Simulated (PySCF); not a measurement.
C2H3BBrCl, SMILES C=CB(Cl)Br.

Geometry: PBE0-D3(BJ)/def2-SVP. This is a generated structure with no PubChem entry under its InChIKey; it may be hypothetical. The values are those of a single conformer.

Calculation: PySCF with PBE/def2-TZVP.

Isolated molecule, no solvent.

Q: Estimate the frontier levels, gap, dipole moment and polarisability. (The exact figures need the calculation; the answer reports its results.)

A: 
The highest occupied level is -7.13 eV, the lowest empty level is -3.18 eV and the orbital gap is 3.94 eV. The dipole moment is 1.81 D. The quadrupole, principal values (traceless, Buckingham form, about the centre of nuclear charge) is -3.57, -0.99, 4.56 D·Å. The mean static polarisability is 72.3 bohr³ (10.72 Å³) and the polarisability, principal values is 46.0, 78.9, 92.1 bohr³.
